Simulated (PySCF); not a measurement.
Molfile (atoms numbered from 1):
```
C3H12OSi3
     RDKit          3D

 19 18  0  0  0  0  0  0  0  0999 V2000
   -2.4114    1.0929    0.7213 C   0  0  0  0  0  0  0  0  0  0  0  0
   -2.0529   -0.0617    0.1759 C   0  0  0  0  0  0  0  0  0  0  0  0
   -3.0765   -1.0807   -0.2163 C   0  0  0  0  0  0  0  0  0  0  0  0
   -0.2445   -0.5166   -0.1551 Si  0  0  0  0  0  4  0  0  0  0  0  0
    1.1663    1.2043    0.4306 Si  0  0  0  0  0  4  0  0  0  0  0  0
    2.6837    0.6905    0.1454 O   0  0  0  0  0  0  0  0  0  0  0  0
    3.9852   -0.2635    0.1344 Si  0  0  0  0  0  4  0  0  0  0  0  0
   -1.6877    1.8402    1.0060 H   0  0  0  0  0  0  0  0  0  0  0  0
   -3.4455    1.3471    0.9072 H   0  0  0  0  0  0  0  0  0  0  0  0
   -2.8842   -2.0200    0.2994 H   0  0  0  0  0  0  0  0  0  0  0  0
   -3.0114   -1.2783   -1.2850 H   0  0  0  0  0  0  0  0  0  0  0  0
   -4.0864   -0.7499    0.0199 H   0  0  0  0  0  0  0  0  0  0  0  0
    0.0010   -1.7873    0.5619 H   0  0  0  0  0  0  0  0  0  0  0  0
   -0.1698   -0.9063   -1.5795 H   0  0  0  0  0  0  0  0  0  0  0  0
    1.1537    1.5987    1.8466 H   0  0  0  0  0  0  0  0  0  0  0  0
    1.0935    2.4293   -0.3745 H   0  0  0  0  0  0  0  0  0  0  0  0
    4.9086    0.3703   -0.8014 H   0  0  0  0  0  0  0  0  0  0  0  0
    4.5113   -0.3096    1.4973 H   0  0  0  0  0  0  0  0  0  0  0  0
    3.5572   -1.5902   -0.3112 H   0  0  0  0  0  0  0  0  0  0  0  0
  1  2  2  0
  2  3  1  0
  2  4  1  0
  4  5  1  0
  5  6  1  0
  6  7  1  0
  1  8  1  0
  1  9  1  0
  3 10  1  0
  3 11  1  0
  3 12  1  0
  4 13  1  0
  4 14  1  0
  5 15  1  0
  5 16  1  0
  7 17  1  0
  7 18  1  0
  7 19  1  0
M  END
```

Geometry: GFN2-xTB; GIAO shifts from PySCF 2.14.0 with density-fitted response routines, gas phase, non-relativistic, averaged over equivalent atoms.

At PBE0/MINI (59 basis functions, 22 s wall time on 1 thread of an Intel Xeon, shared host):
```csv
atoms,δ (ppm)
C1,123.2
C2,112.8
C3,38.3
Si7,-61.6
Si5,-79.1
Si4,-118.9
O6,-230.8
H9,6.15
H8,5.11
H15/H16,3.93
H17/H18/H19,3.19
H13/H14,2.71
H10/H11/H12,1.75
```

References, each an isolated molecule treated in the same way: TMS for $^{13}$C (σref 226.73) and $^{29}$Si (σref 615.76) and $^{1}$H (σref 30.72); $^{17}$O (σref 376.35) vs H2O.

Problem. Estimate the result of repeating the calculation with PBE0/6-311G**.

Solution. 
```tsv
atoms	δ at PBE0/6-311G**	change
C1	133.7	+10.5
C2	150.2	+37.4
C3	29.7	-8.6
Si7	-41.1	+20.5
Si5	-26.5	+52.6
Si4	-74.2	+44.7
O6	-6.8	+224.0
H9	6.00	-0.15
H8	5.19	+0.08
H15/H16	6.03	+2.10
H17/H18/H19	5.39	+2.20
H13/H14	4.62	+1.91
H10/H11/H12	2.07	+0.32
```

Referencing at the same level of theory: $^{13}$C (σ = 190.38 ppm) and $^{29}$Si (σ = 353.34 ppm) and $^{1}$H (σ = 32.08 ppm) vs TMS; $^{17}$O (σ = 343.32 ppm) vs H2O.

The largest change is at O6 (oxygen bonded to 2 Si). Cost: 222 basis functions, 100 s wall time on 1 thread of an Intel Xeon, shared host. The order of the carbon signals changes between the two levels.

Experimental scales use liquid or dissolved standards, which lie at an offset from isolated H2O (liquid H2O: subtract about 36 ppm).
